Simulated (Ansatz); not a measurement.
3-ethenylsiletane (C5H10Si), SMILES C(=C)C1C[SiH2]C1.

Geometry: PBE0-D3(BJ)/def2-SVP. One conformer was computed; it need not be the lowest.

Two levels are set side by side: PBE/def2-SVPD (Ansatz, an electronic-structure program) and CAM-B3LYP/def2-SVPD (Ansatz). Energy differences of separate SCF runs at the same geometry; the states with an electron removed or added have multiplicity 2 and 2. Differences are taken from unrounded values.

```
quantity                            PBE
---------------------------------  ----
vertical ionisation energy (eV)    9.04
vertical singlet–triplet gap (eV)  4.32
```

Q: These are the PBE values. What does CAM-B3LYP give? (An estimate is asked for; the answer gives what the named calculation found.)

A: 
| quantity | CAM-B3LYP | PBE minus CAM-B3LYP |
|---|---|---|
| vertical ionisation energy (eV) | 9.38 | -0.34 |
| vertical singlet–triplet gap (eV) | 4.33 | -0.01 |
